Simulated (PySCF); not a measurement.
An excited-state job on `C[Se][C@H](C)C(F)F`.

Method: TDDFT wB97X-D/def2-SVPD, vertical, gas phase, core orbitals frozen in the response (PySCF 2.14.0, density-fitted response routines). Geometry: GFN2-xTB. A driver script takes a list of jobs; this job's settings line and coordinates (Å) are shown.

Command:
```bash
OMP_NUM_THREADS=1 python probes_run.py task.json out
```

Input:
```
{"job": {"kind": "uv", "xc": "wB97X-D", "basis": "def2-SVPD", "nstates": 8, "ntriplets": 3}, "charge": 0, "multiplicity": 1}
C      2.470660    -0.241517     0.266496
Se     1.184640     0.948488    -0.597893
C     -0.455894     0.130909     0.182504
C     -0.930808    -1.071179    -0.614389
C     -1.514217     1.216757     0.223517
F     -1.111970     2.249083     0.999366
F     -2.659065     0.751109     0.784976
H      3.457433     0.052772    -0.080601
H      2.270825    -1.271164    -0.018117
H      2.404228    -0.115729     1.344493
H     -0.205121    -0.145656     1.211528
H     -1.162676    -0.781772    -1.638085
H     -1.825833    -1.491759    -0.158810
H     -0.160235    -1.838214    -0.637470
H     -1.766380     1.615860    -0.771462
```

What does the run print?

```
coarse grid: 58432 points
cycle   1  E = -2757.7930432156  dE = -1.231e-01  |g| = 7.234e-01  |ddm| = 4.943e+00
cycle   2  E = -2757.7872491857  dE =  5.794e-03  |g| = 8.221e-01  |ddm| = 1.541e+00
cycle   3  E = -2757.8959211948  dE = -1.087e-01  |g| = 5.858e-02  |ddm| = 7.561e-01
cycle   4  E = -2757.8965885114  dE = -6.673e-04  |g| = 2.064e-02  |ddm| = 1.096e-01
cycle   5  E = -2757.8966991337  dE = -1.106e-04  |g| = 5.710e-03  |ddm| = 4.386e-02
cycle   6  E = -2757.8967091553  dE = -1.002e-05  |g| = 1.553e-03  |ddm| = 1.304e-02
cycle   7  E = -2757.8967100184  dE = -8.631e-07  |g| = 5.734e-04  |ddm| = 4.333e-03
final grid: 124096 points
cycle   8  E = -2757.8960018428  dE = -1.459e-06  |g| = 7.729e-04  |ddm| = 1.463e-02
cycle   9  E = -2757.8960018649  dE = -2.209e-08  |g| = 7.787e-04  |ddm| = 2.543e-03
cycle  10  E = -2757.8960019945  dE = -1.295e-07  |g| = 8.598e-05  |ddm| = 9.555e-04
cycle  11  E = -2757.8960019965  dE = -2.034e-09  |g| = 4.066e-05  |ddm| = 2.468e-04
cycle  12  E = -2757.8960019969  dE = -4.457e-10  |g| = 8.694e-06  |ddm| = 9.050e-05
converged SCF energy = -2757.8960019969

Static polarisability (au): isotropic 79.418, principal 69.453 75.954 92.849

Singlet excitations
state   eV       nm        f      main configurations
  1   4.6370    267.4   0.00031   H->L 0.84, H->L+5 0.09
  2   5.6853    218.1   0.00909   H->L+1 0.76, H->L+4 0.11
  3   6.3003    196.8   0.04551   H->L+2 0.77
  4   6.7877    182.7   0.02623   H->L+3 0.63, H->L+4 0.16, H->L+1 0.13
  5   7.0597    175.6   0.02354   H->L+4 0.57, H->L+3 0.23
  6   7.3353    169.0   0.01257   H->L+5 0.68
  7   7.5831    163.5   0.04423   H-1->L 0.40, H->L+6 0.33
  8   7.8106    158.7   0.15995   H-1->L 0.39, H->L+6 0.23, H->L+7 0.11

Triplet excitations (Tamm-Dancoff, eV): 4.2034 4.9959 6.1911
```

The SCF starts on a coarse grid where the log names one; the energy can jump when the final grid takes over, and dE then counts from the start density on the new grid. H and L stand for HOMO and LUMO; the number after each pair is its weight.

Give S1 in cm⁻¹ and kJ/mol.

4.6370 eV × 8065.54 = 37400 cm⁻¹; × 96.485 = 447.4 kJ/mol.

Which computed singlet has the largest oscillator strength, and what do all of them sum to?

State 8 at 7.81 eV (159 nm), f = 0.160; the 8 states sum to 0.321.

Main results: HOMO -8.18 eV, LUMO 1.42 eV; lowest singlet 4.64 eV; lowest triplet 4.20 eV (Tamm–Dancoff); mean polarisability 79.4 au.

 Relativistic effects, spin–orbit coupling among them, are left out although an element past zinc is present.

Estimate the wall time. Hardware: an Arm Neoverse V2 with one thread, on a shared host. And the peak memory of the process?

About 55 s, with 0.98 GiB resident at the peak, the Python interpreter and its libraries included.

One conformer stands for the species.
Labels such as C1 count atoms from 1, the log's own numbers from 0.

Note: wB97X-D ran without an empirical dispersion term, which enters the total energy and its gradient alone.
